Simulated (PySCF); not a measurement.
Isomers C₇H₆ClN:

A. `Cl/C=C/c1ccccn1`
B. SMILES C(#N)/C=C1C=C\1CCCl
C. SMILES C#C/C=C(/CCl)CC#N
D. `ClC1=CC(N=C)=CC=C1`

Spectrum 1. ¹H NMR (500 MHz, computed): δ 6.01 (d, 1H), 4.39 (s, 2H), 3.63 (s, 2H), 3.24 (d, 1H). ¹³C{¹H} NMR (computed): δ 153.4 (C), 120.9 (C), 120.3 (CH), 98.3 (CH), 83.5 (C), 53.4 (CH2), 19.9 (CH2).

Spectrum 2. ¹H NMR (500 MHz, computed): δ 7.71 (d, 1H), 7.61 (m, 1H), 7.45 (d, 1H), 7.40 (d, 1H), 7.31 (d, 1H), 6.82 (s, 1H). ¹³C{¹H} NMR (computed): δ 158.2 (C), 155.4 (CH2), 146.5 (C), 135.3 (CH), 131.3 (CH), 127.7 (CH), 121.0 (CH).

Spectrum 3. ¹H NMR (500 MHz, computed): δ 8.85 (d, 1H), 8.13 (d, 1H), 7.90 (m, 1H), 7.22 (m, 1H), 7.12 (d, 1H), 6.80 (d, 1H). ¹³C{¹H} NMR (computed): δ 158.9 (C), 155.6 (CH), 143.0 (CH), 142.2 (CH), 138.7 (CH), 127.4 (CH), 126.8 (CH).

Spectrum 4. ¹H NMR (500 MHz, computed): δ 8.04 (s, 1H), 4.38 (s, 1H), 3.93 (t, 2H), 3.08 (t, 2H). ¹³C{¹H} NMR (computed): δ 153.9 (C), 138.9 (C), 137.3 (CH), 122.8 (C), 55.7 (CH), 46.6 (CH2), 34.1 (CH2).

Level of theory: PBE0/pcSseg-1 with gauge-including orbitals, geometry: GFN2-xTB, in PySCF 2.14.0 with density-fitted response routines (relativity neglected, no solvent, a single conformation, one averaged value for each set of equivalent atoms).

References, each an isolated molecule treated in the same way: TMS for ¹H, ¹³C. Where no couplings were computed, multiplicities follow the n + 1 count of equivalent neighbours, and m marks all less simple cases (inequivalent or close neighbours, rings, F or P nearby). Shifts are as computed. Against solution values, carbons near 30 ppm lie about +3 ppm off and those near 130 ppm about +5 ppm; carbons on Cl a further +6 ppm. Of 1211 compounds with measured shifts, 218 miss one by over three times the rms of a fit or turn the order of signals round; such compounds aren't used in these exercises. Carbons bonded to Cl come out too deshielded.

**Question.** Which spectrum belongs to which compound?

**Answer.** 1–C, 2–D, 3–A, 4–B.

- Spectrum 1 (C): 7 ¹³C signals; δC 153.4 is a fully substituted alkene carbon; δC 120.9 is a nitrile carbon.
- Spectrum 2 (D): 7 ¹³C signals; δC 158.2 is an aromatic carbon bearing nitrogen; δC 135.3 is an aromatic CH.
- Spectrum 3 (A): 7 ¹³C signals; δC 155.6 is an aromatic CH next to a ring nitrogen; δC 142.2 is an alkene CH.
- Spectrum 4 (B): 7 ¹³C signals; δC 153.9 is a fully substituted alkene carbon; δC 138.9 is a fully substituted alkene carbon.
